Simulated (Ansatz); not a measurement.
Cost and result for the atomization energy of C3H9ClO2SeSi, SMILES `CO[Si](Cl)(OC)[Se]C` (17 atoms, 16 bonds).

```csv
atom,x (Å),y (Å),z (Å)
C1,-0.541,-2.008,0.156
O2,-0.977,-0.668,0.040
Si3,0.029,0.592,-0.194
Cl4,-1.248,2.195,-0.209
O5,0.862,0.510,-1.583
C6,0.309,0.554,-2.883
Se7,1.606,0.753,1.396
C8,0.344,0.855,2.892
H9,-0.223,-2.401,-0.815
H10,0.294,-2.096,0.858
H11,-1.380,-2.603,0.519
H12,1.125,0.441,-3.597
H13,-0.191,1.509,-3.062
H14,-0.411,-0.256,-3.036
H15,-0.250,1.762,2.814
H16,0.949,0.885,3.797
H17,-0.298,-0.023,2.907
```

The species carries charge 0 and has multiplicity 1. Correlated methods include outer-core shells of Se, which these sets cover unevenly. Scalar relativity is left out up to krypton. The structure was optimised at the PBE0-D4/def2-TZVP level. It is one conformer, not always the lowest. Program: Ansatz. All runs use 4 threads of an AMD EPYC 7R13 on a shared host and a share of an NVIDIA H100 80 GB. Times are those of one run each, without the atoms' runs, and a repeat can differ threefold. Electronic energies, without spin–orbit coupling; frozen cores. CCSD(T)/CBS adds CCSD(T) − MP2 in def2-TZVPP to the MP2 limit, and its time is that of the two runs behind it. T1 = 0.010. With those shells the extrapolation isn't a true limit.

CCSD(T)/CBS is a level of theory with its own doubt, some kJ/mol a heavy atom from the limit and from the frozen cores, so smaller differences don't rank the functionals.

```csv
level,functions,atomization (kJ/mol),difference from CCSD(T)/CBS,per bond
CCSD(T)/def2-SVP,183,6073.6,-425.6,-26.6
PBE-QIDH/def2-TZVPP,413,6442.6,-56.6,-3.5
ωB97X-V/def2-TZVPP,413,6499.9,0.7,0.0
CCSD(T)/def2-TZVPP,413,6318.0,-181.2,-11.3
ωB97M-V/def2-TZVPP (with forces),413,6496.0,-3.2,-0.2
B2PLYP/def2-TZVPP,413,6393.7,-105.5,-6.6
LDA (SPW92)/def2-TZVPP,413,7427.5,928.3,58.0
B97M-V/def2-TZVPP,413,6490.4,-8.8,-0.6
BLYP-D4/def2-TZVPP,413,6450.9,-48.3,-3.0
CAM-B3LYP-D4/def2-TZVPP,413,6492.4,-6.8,-0.4
MP2/def2-QZVPP,784,6554.4,55.2,3.4
CCSD(T)/CBS(def2),–,6499.2,0.0,0.0
BHLYP-D4/def2-TZVPP,413,6284.5,-214.7,-13.4
```

(1) Order the runs by time, with rough figures. (Best estimate.)

## Answers

(1) Computed: B2PLYP/def2-TZVPP 16 s; BHLYP-D4/def2-TZVPP 17 s; PBE-QIDH/def2-TZVPP 17 s; BLYP-D4/def2-TZVPP 17 s; ωB97X-V/def2-TZVPP 19 s; ωB97M-V/def2-TZVPP (with forces) 19 s; CCSD(T)/def2-SVP 19 s; B97M-V/def2-TZVPP 19 s; CAM-B3LYP-D4/def2-TZVPP 19 s; LDA (SPW92)/def2-TZVPP 22 s; MP2/def2-QZVPP 24 s; CCSD(T)/def2-TZVPP 37 s; CCSD(T)/CBS(def2) 60 s.

From BLYP to BHLYP (50 % exact exchange), in def2-TZVPP and without D4, the atomization energy moves by −123.3 kJ/mol: exact exchange takes away binding that semilocal exchange gives to molecules. At CCSD(T), def2-SVP lies −425.7 kJ/mol from the extrapolated value and def2-TZVPP −181.2 kJ/mol: correlation converges slowly with the basis, and small sets miss more of it in the bonded molecule than in its fragments. In def2-TZVPP, CCSD(T) changes the Hartree–Fock value by +1611.7 kJ/mol (the triples alone add +101.0 kJ/mol) and MP2 by +1741.2 kJ/mol; breaking electron pairs costs correlation energy, which Hartree–Fock lacks.
